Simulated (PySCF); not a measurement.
## Electron correlation in Cu⁺ (copper, charge +1)

[Ar] 3d10, closed-shell 1S. Computed with PySCF 2.14 in Sapporo-DKH3-DZP-2012 (6s4p3d1f, 40 functions), with scalar relativity by spin-free X2C-1e. Frozen: [Ar]; 10 electrons correlated.

Total MP2 correlation energy: -394.91 mhartree.

Same-spin part -148.17 and opposite-spin part -246.74 mhartree; SCS-MP2 scales them by 1/3 and 6/5 to -345.47 mhartree.

| level | correlation energy (mhartree) |
| --- | --- |
| CCSD | -344.53 |
| (T) | -8.31 |
| CCSD(T) | -352.84 |

Diagnostics: T1 = 0.012, D1 = 0.0172, largest double amplitude 0.026.

Cost of the coupled-cluster step: 0.34 s of wall time on 1 thread of Neoverse-N1 (shared host), for 10 correlated electrons.

Iterations:

```
CC2 = 0
CCSD nocc = 5, nmo = 31
frozen orbitals [0, 1, 2, 3, 4, 5, 6, 7, 8]
max_cycle = 100
direct = 0
conv_tol = 1e-08
conv_tol_normt = 1e-06
diis_space = 8
diis_start_cycle = 0
Init t2, MP2 energy = -1653.26317462907  E_corr(MP2) -0.39490690156046
Init E_corr(CCSD) = -0.394906901629106
cycle = 1  E_corr(CCSD) = -0.326228921019641  dE = 0.0686779806  norm(t1,t2) = 0.0661577
cycle = 2  E_corr(CCSD) = -0.351388457179619  dE = -0.0251595362  norm(t1,t2) = 0.0332405
cycle = 3  E_corr(CCSD) = -0.34472251899325  dE = 0.00666593819  norm(t1,t2) = 0.0176836
cycle = 4  E_corr(CCSD) = -0.344415034407597  dE = 0.000307484586  norm(t1,t2) = 0.000705821
cycle = 5  E_corr(CCSD) = -0.344519091278594  dE = -0.000104056871  norm(t1,t2) = 0.00014443
cycle = 6  E_corr(CCSD) = -0.344529464363639  dE = -1.0373085e-05  norm(t1,t2) = 2.67954e-05
cycle = 7  E_corr(CCSD) = -0.34452824003215  dE = 1.22433149e-06  norm(t1,t2) = 6.07777e-06
cycle = 8  E_corr(CCSD) = -0.344527373094028  dE = 8.66938122e-07  norm(t1,t2) = 1.64008e-06
cycle = 9  E_corr(CCSD) = -0.344527444341285  dE = -7.12472575e-08  norm(t1,t2) = 1.38248e-07
cycle = 10  E_corr(CCSD) = -0.344527453221766  dE = -8.88048124e-09  norm(t1,t2) = 1.86496e-08
CCSD converged
E(CCSD) = -1653.21279518073  E_corr = -0.3445274532217665
CCSD(T) correction = -0.00831060395328907
```
